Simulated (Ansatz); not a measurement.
`O=[CH][GaH2]` + `O[SiH2][SiH3]` → `O=CO[SiH2][SiH3]` + `[GaH3]` at 700 K and 1 bar (substitution at a C–Ga bond).

Calculated with Ansatz (gas phase, PBE0-D4/def2-TZVP geometries, no zero-point term in ΔE). CBS: MP2 limit from def2 TZ/QZ plus the TZ coupled-cluster correction, frozen cores. For Ga outer-core shells are correlated without core-valence functions, which leaves a few kJ/mol of doubt a bond. Scalar relativity is left out up to krypton. One conformer a species, not always the lowest.

```json
{"species": "`O=[CH][GaH2]`", "CCSD(T)/CBS energy (Eh)": "-2038.90941", "H − E (kJ/mol)": "130.0", "S (J/(mol·K))": "373.5"}
{"species": "`O[SiH2][SiH3]`", "CCSD(T)/CBS energy (Eh)": "-656.96789", "H − E (kJ/mol)": "215.7", "S (J/(mol·K))": "426.7"}
{"species": "`O=CO[SiH2][SiH3]`", "CCSD(T)/CBS energy (Eh)": "-770.19289", "H − E (kJ/mol)": "259.5", "S (J/(mol·K))": "489.5"}
{"species": "`[GaH3]`", "CCSD(T)/CBS energy (Eh)": "-1925.70545", "H − E (kJ/mol)": "80.8", "S (J/(mol·K))": "262.3"}
```

H − E and S are ideal-gas, rigid-rotor, harmonic terms from PBE0-D4/def2-TZVP, for one conformer and one mirror image of each species. 1 Eh = 2625.50 kJ/mol, R = 8.31446 J/(mol·K).

**Question.** By hand: ΔE, ΔH, ΔS and ΔG.

**Answer.** ΔE = (-770.19289) + (-1925.70545) − (-2038.90941) − (-656.96789) = -0.02104 Eh = -55.2 kJ/mol. Δ(H − E) = 259.5 + 80.8 − 130.0 − 215.7 = -5.4, so ΔH = -60.6 kJ/mol. ΔS = 489.5 + 262.3 − 373.5 − 426.7 = -48.4 J/(mol·K). ΔG = -60.6 − 700 × (-48.4)/1000 = -26.7 kJ/mol.

**Question.** By hand: the equilibrium constant, and the temperature at which ΔG would vanish if ΔH and ΔS stayed fixed.

**Answer.** log₁₀ K = −ΔG/(RT ln 10) = 2.0. ΔG = 0 at ΔH/ΔS = 1252 K.

TΔS isn't small against ΔH here. A doubt of 5 kJ/mol in ΔE shifts log₁₀ K by 0.4 here. Other conformers and mirror images would add mixing entropy, several J/(mol·K) or more a flexible species. These are equilibria of isolated gas molecules and say nothing of rates. Largest T1 diagnostic: 0.017 (customary marks: 0.02 for closed shells, 0.045 for open ones).
